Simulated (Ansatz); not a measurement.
Pulling on the Ge1–H3 bond in GeH3I (SMILES [GeH3][I]) (multiplicity 1 held, fragments rigid). Energies count from the point at 1.533 Å.
Geometry at that point (charge 0, multiplicity 1):
```xyz
5

Ge    -1.51348    -0.02836    -0.00005
I      1.02558     0.01922     0.00003
H     -1.95179    -1.26717    -0.78974
H     -1.97362    -0.10568     1.46032
H     -1.99918     1.26185    -0.67076
```

Signs of static correlation in def2-TZVPP, with CASSCF(2,2), from Ansatz (a quantum-chemistry and plane-wave program) runs.

| R (Å) | T1 of restricted CCSD | ⟨S²⟩ of UHF | largest double amplitude of restricted CCSD | weight of the CASSCF reference in MRCISD | CASSCF natural occupations |
|---|---|---|---|---|---|
| 1.226 | 0.010 | 0.000 | 0.054 | 0.891 | 1.99 0.01 |
| 1.380 | 0.010 | 0.000 | 0.054 | 0.890 | 1.98 0.02 |
| 1.533 | 0.010 | 0.000 | 0.054 | 0.890 | 1.98 0.02 |
| 1.686 | 0.010 | 0.000 | 0.053 | 0.889 | 1.97 0.03 |
| 1.840 | 0.010 | 0.000 | 0.048 | 0.889 | 1.95 0.05 |
| 2.070 | 0.012 | 0.000 | 0.050 | 0.889 | 1.92 0.08 |
| 2.300 | 0.015 | 0.348 | ___ | 0.889 | 1.87 0.13 |
| 2.683 | 0.023 | 0.769 | 0.247 | 0.889 | 1.74 0.26 |
| 3.066 | ___ | 0.920 | 0.400 | 0.889 | 1.55 0.45 |
| 3.526 | 0.052 | 0.981 | 0.575 | 0.889 | 1.34 0.66 |
| 4.139 | 0.067 | 1.002 | 0.754 | 0.889 | 1.15 0.85 |
| 4.906 | 0.073 | 1.006 | 0.872 | 0.889 | 1.05 0.95 |

Question: Complete the blanks.

Answer: 
- 2.300, largest double amplitude of restricted CCSD: 0.092
- 3.066, T1 of restricted CCSD: 0.036

Doubts at one or more of the structures used: a restricted determinant that unrestricted orbitals would lower (R-CCSD(T)/def2-TZVPP); other coupled-cluster roots lie near (R-CCSD(T)/def2-TZVPP); T1 above 0.05 (R-CCSD(T)/def2-TZVPP, U-CCSD(T)/def2-TZVPP); a spin-contaminated determinant (U-CCSD(T)/def2-TZVPP).
